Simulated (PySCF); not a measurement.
**Question.** Write a Z-matrix for `c1cc(F)cc(c1)Br` as optimised with PBE0-D3(BJ)/def2-SVP.

**Answer.** 
Z-matrix in Å and degrees, rows numbered from 1:
```
F 
C   1  1.3300
C   2  1.3898  1  119.31
C   3  1.3930  2  118.46  1   179.98
C   4  1.3940  3  121.07  2    -0.03
C   5  1.3946  4  118.89  3     0.03
Br  6  1.8856  5  119.69  4  -179.99
C   2  1.3902  1  118.61  3   179.99
H   3  1.0910  2  119.49  1    -0.03
H   4  1.0923  3  119.54  2  -179.99
H   5  1.0905  4  120.95  3  -179.95
H   8  1.0902  2  119.96  1     0.06
```

The 6-membered ring C2–C3–C4–C5–C6–C8 has internal angles of 118.2° to 122.1° (sum 720°, against 720° for a flat polygon); it is planar, 0.00 Å rms from its mean plane, widest ring torsion 0°. The 8 heavy atoms lie in one plane (0.000 Å rms).

Theory: PBE0-D3(BJ)/def2-SVP geometry optimisation, gas phase (PySCF).

Point group: Cs (every atom within 0.08 Å of its image). No frequency check.
